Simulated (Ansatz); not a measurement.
`C[O][W]([NH2])(=[S])=[S]` + `CNBF` → `CN(C)BF` + `[NH2][W]([OH])(=[S])=[S]`  (substitution at a C–O bond)

Gas-phase electronic energies from Ansatz, PBE0-D4/def2-TZVP geometries. CCSD(T)/CBS is the MP2 limit (def2-TZVPP, def2-QZVPP) plus CCSD(T) − MP2 in def2-TZVPP, frozen cores. This one scheme is used for every species. DFT in def2-TZVPP. def2 core potentials past Kr. For W outer-core shells are correlated without core-valence functions, which leaves a few kJ/mol of doubt a bond. One conformer a species, not always the lowest.

```tsv
species	r2SCAN-D4 energy (Eh)
`C[O][W]([NH2])(=[S])=[S]`	-1034.76576
`CNBF`	-220.63100
`CN(C)BF`	-259.92662
`[NH2][W]([OH])(=[S])=[S]`	-995.47748
```

Problem. Work out ΔE.

Solution. ΔE = (-259.92662) + (-995.47748) − (-1034.76576) − (-220.63100) = -0.00734 Eh = -19.3 kJ/mol. CCSD(T)/CBS gives -22.3 kJ/mol.

Largest T1 diagnostic among the species: 0.022, so the coupled-cluster value is less sure than usual.

Leaving LDA and LC-ωPBE aside and taking each functional with its dispersion term where it has one, the values, not all of them listed here, spread over 7.3 kJ/mol, from ωB97M-V to BLYP-D4. LDA lies −8.4 kJ/mol from PBE without D4. At CCSD(T), def2-SVP lies +8.7 kJ/mol from the extrapolated value and def2-TZVPP +2.5 kJ/mol.
